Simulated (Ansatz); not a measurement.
```yaml
crystal:
  periodic: [false, false, false]
  atoms:
    - {symbol: Ag, position_ang: [0.124003, -0.125400, 0.143739]}
    - {symbol: F, position_ang: [1.604508, 1.147705, 0.293087]}
    - {symbol: F, position_ang: [-1.656505, -1.008887, -0.153970]}
basis:
  gaussian: {orbitals: def2-mTZVPP}
magnetization: {spin_polarized: true, initial_magnetization: 1}
hamiltonian: {xc: {name: revPBE0}, dispersion: d4}
scf: {lower_state_search: full}
relax: {f_tol: 0.001, max_steps: 3}
```

```sh
$ ansatz run in.yaml --threads 4 --pin off --events-out ev --progress --plain --max-ram 3916MiB
```

Shortened log:

```
Functional definition: revPBE0
723 factors; their error is unknown
mean field evaluation 1: about -9428.1071 eV, gradient 3.6e1 eV
mean field evaluation 2: about -9400.6437 eV, gradient 9.5e1 eV
mean field evaluation 4: about -9431.9860 eV, gradient 7.1e0 eV
mean field evaluation 8: about -9432.1480 eV, gradient 1.2e-1 eV
mean field evaluation 16: about -9432.1977 eV, gradient 3.9e-3 eV
mean field evaluation 32: about -9432.1977 eV, gradient 4.1e-5 eV
mean field evaluation 64: about -9430.4208 eV, gradient 1.3e0 eV
mean field evaluation 96: about -9428.4077 eV, gradient 2.9e1 eV
mean field evaluation 128: about -9432.1339 eV, gradient 7.5e-1 eV
mean field -9432.19774360 eV, -346.6268737040 hartree, gradient 1.7e-6 eV, S^2 0.751799; 11 other end points of the search recorded, 0 dependent functions left out
reference -9432.19778788 eV, -346.6268753312 hartree; 19, 18 occupied and 62, 63 virtual orbitals, 723 factors
relax step   1: F+E_penalty+E_count = -9432.28258769 eV  Δ(F+E_penalty+E_count) = +0.000e0 eV  max|allowed force component| = 1.180e0 eV/Å  Δτ_max = 0.0000 Å  (344 SCF iters, accepted)
723 factors; their error is unknown
mean field evaluation 160: about -9432.3187 eV, gradient 1.4e-5 eV
mean field -9432.31872709 eV, -346.6313197654 hartree, gradient 1.3e-5 eV, S^2 0.751261; 0 other end points of the search recorded, 0 dependent functions left out
reference -9432.31877109 eV, -346.6313213822 hartree; 19, 18 occupied and 62, 63 virtual orbitals, 723 factors
relax step   2: F+E_penalty+E_count = -9432.40399616 eV  Δ(F+E_penalty+E_count) = -1.214e-1 eV  max|allowed force component| = 5.117e-1 eV/Å  Δτ_max = 0.1166 Å  (64 SCF iters, accepted)
723 factors; their error is unknown
mean field -9432.34024649 eV, -346.6321105885 hartree, gradient 4.3e-6 eV, S^2 0.751064; 0 other end points of the search recorded, 0 dependent functions left out
reference -9432.34029049 eV, -346.6321122057 hartree; 19, 18 occupied and 62, 63 virtual orbitals, 723 factors
relax step   3: F+E_penalty+E_count = -9432.42595660 eV  Δ(F+E_penalty+E_count) = -2.196e-2 eV  max|allowed force component| = 2.194e-2 eV/Å  Δτ_max = 0.0529 Å  (58 SCF iters, accepted)
Error: geometry relaxation did not converge after 3 steps: max|allowed force component| = 2.19e-2 eV/Å (threshold 1.0e-3). Raise `relax.max_steps` over both its present limit and 3, loosen `relax.f_tol`, or start from a geometry closer to equilibrium. Where this run's directory can be resumed (`checkpoint.write`), a resume goes on for up to `relax.max_steps` more
```

In this input the relaxation is allowed too few steps for its threshold. The SCF steps converged, but the relaxation ran out of steps.
